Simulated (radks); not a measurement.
Sn19+, 31 electrons, occupied as [Ar] 3d10 4s2 4p1.

Calculated with a radial shooting solver on a logarithmic mesh with Libxc functionals: scalar-relativistic Kohn-Sham, LB94 model potential, spin-polarised, spherical densities, finite nucleus; open shells are filled with parallel spins first (spin-orbit coupling, left out, can overturn this in heavy ions); Fermi nuclear charge, rms radius 4.6519 fm.

Energy parts (eV):
kinetic: 171871.069
electron-nucleus: -380256.458
Hartree: 48349.652
(The LB94 potential has no energy functional, so no total or exchange-correlation energy is given.)

Orbitals (lengths in bohr, moments of r in powers of bohr):
orbital  occ.  eigenvalue (eV)      <r>
1s up       1        -29699.58  0.02901
1s down     1        -29699.59  0.02901
2s up       1        -4951.666   0.1251
2s down     1        -4951.411   0.1251
2p up       3        -4507.088   0.1091
2p down     3        -4506.678   0.1091
3s up       1        -1368.371   0.3360
3s down     1        -1368.277   0.3362
3p up       3        -1222.263   0.3331
3p down     3        -1222.194   0.3333
3d up       5        -999.0559   0.3073
3d down     5        -999.0119   0.3075
4s up       1        -586.2096   0.7192
4s down     1        -585.9309   0.7169
4p up       1        -534.7164   0.7426
4p down     0        -534.2478   0.7400

The highest occupied level is 4p up at -534.72 eV. For comparison, the ionisation energy in NIST's Atomic Spectra Database is 537 eV (theoretical). In exact Kohn-Sham theory the highest level is minus the ionisation energy, but local and semilocal functionals leave it too shallow, through self-interaction and a potential that decays too fast; potentials with the right tail come closer. Spin moment in Bohr magnetons: 1. Summed over all electrons, <r^2> = 4.050 bohr^2, which gives a Langevin (diamagnetic) susceptibility term of -3.21 x 10^-6 cm^3/mol. The spin density at the nucleus is -3.118 e/bohr^3 (1s -1.186, 2s 1.572, 3s 3.046, 4s -6.550). The electron density at the nucleus is 1.969e+05 e/bohr^3 (large components only).
